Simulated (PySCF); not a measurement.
bromotrifluoromethane (CBrF3), SMILES FC(F)(F)Br.

Coordinates come from a B3LYP-D3(BJ)/def2-SVP optimisation.

The numbers are results of TDA-PBE/def2-SVPD in PySCF 2.14.0, not measurements.

Vertical excitations; the highest root listed may be one member of a degenerate set.  State labels are in the subgroup Cs.

Problem. Give excitation energies, oscillator strengths and character. (The exact figures need the calculation; the answer reports its results.)

Solution. 
```
state  symmetry  energy (eV)  λ (nm)      f                                              main pairs
-----  --------  -----------  ------  -----  ------------------------------------------------------
S1           A"         6.00     207  0.000                              HOMO→LUMO (degenerate set)
S2           A'         6.00     207  0.000                            HOMO−1→LUMO (degenerate set)
S3           A'         8.02     155  0.087                          HOMO−1→LUMO+1 (degenerate set)
S4           A"         8.02     155  0.087                            HOMO→LUMO+1 (degenerate set)
S5           A"         8.29     150  0.000                                       HOMO−3→LUMO 100 %
S6           A'         8.65     143  0.131  HOMO−2→LUMO 62 %, HOMO−1→LUMO+3 10 %, HOMO→LUMO+4 10 %
S7           A"         8.78     141  0.022                            HOMO→LUMO+2 (degenerate set)
S8           A'         8.78     141  0.022                          HOMO−1→LUMO+2 (degenerate set)
S9           A'         9.01     138  0.000             HOMO→LUMO+4, HOMO−1→LUMO+3 (degenerate set)
S10          A"         9.01     138  0.000             HOMO→LUMO+3, HOMO−1→LUMO+4 (degenerate set)
T1           A"         5.21     238      0                              HOMO→LUMO (degenerate set)
T2           A'         5.21     238      0                            HOMO−1→LUMO (degenerate set)
T3           A'         7.06     176      0                                        HOMO−2→LUMO 99 %
T4           A'         7.83     158      0                                      HOMO−1→LUMO+1 99 %
```
Triplets are in the Tamm–Dancoff approximation.
